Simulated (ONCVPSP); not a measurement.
**Scattering properties, ONCV potential for H**

ONCVPSP 4.0.1 input, shortened (lines: element, Z, core and valence counts, functional; n l f; lmax; l rc ep ncon nbas qcut; lloc lpopt rc5 dvloc0; l nproj debl; icmod fcfact rcfact), PBE, scalar-relativistic:

```
  H 1.00    0    1        4      upf
    1    0    1.00
    0
    0    1.35    0.00    3    6    6.30
    0    5    1.35    0.00
    0    0    3.10
    0    0.00    0.00
```

The phase is arctan(r·R′/R) of the radial function R(r), unwrapped; energies in Ha, scanned from -2 to 5 Ha. A pole is an energy at which the radial function vanishes at the test radius. The pseudo phase is shifted by a multiple of π to meet the all-electron one at the reference energy, and phase errors are pseudo minus all-electron; the curves can meet again beyond the range given. Levels narrower than the energy grid can be missing from the lists of poles.

```csv
channel,radius (bohr),reference energy (Ha),"poles, all-electron","poles, pseudo",unbroken range about the reference energy with phases within 0.05 rad,phase error 1 Ha above the reference energy (rad)
s,1.37,-0.24,1.00,1.04,below 2.1,+0.008
```

Phases in the s channel:

| E (Ha) | all-electron | pseudo |
| --- | --- | --- |
| -1.98 | 0.889 | 0.897 |
| -1.80 | 0.820 | 0.828 |
| -1.62 | 0.733 | 0.742 |
| -1.44 | 0.620 | 0.630 |
| -1.26 | 0.472 | 0.482 |
| -1.08 | 0.278 | 0.288 |
| -0.90 | 0.034 | 0.042 |
| -0.72 | -0.248 | -0.243 |
| -0.54 | -0.531 | -0.529 |
| -0.36 | -0.778 | -0.778 |
| -0.18 | -0.976 | -0.976 |
| 0.00 | -1.129 | -1.128 |
| 0.18 | -1.247 | -1.245 |
| 0.36 | -1.342 | -1.338 |
| 0.54 | -1.419 | -1.413 |
| 0.72 | -1.484 | -1.476 |
| 0.90 | -1.542 | -1.531 |
| 1.08 | -1.594 | -1.581 |
| 1.26 | -1.643 | -1.626 |
| 1.44 | -1.690 | -1.669 |
| 1.62 | -1.739 | -1.712 |
| 1.80 | -1.789 | -1.756 |
| 1.98 | -1.844 | -1.802 |
| 2.16 | -1.906 | -1.852 |
| 2.34 | -1.978 | -1.908 |
| 2.52 | -2.066 | -1.972 |
| 2.70 | -2.176 | -2.049 |
| 2.88 | -2.319 | -2.144 |
| 3.06 | -2.506 | -2.264 |
| 3.24 | -2.748 | -2.419 |
| 3.42 | -3.039 | -2.620 |
| 3.60 | -3.342 | -2.870 |
| 3.78 | -3.611 | -3.154 |
| 3.96 | -3.825 | -3.433 |
| 4.14 | -3.986 | -3.674 |
| 4.32 | -4.107 | -3.865 |
| 4.50 | -4.200 | -4.010 |
| 4.68 | -4.272 | -4.121 |
| 4.86 | -4.331 | -4.207 |
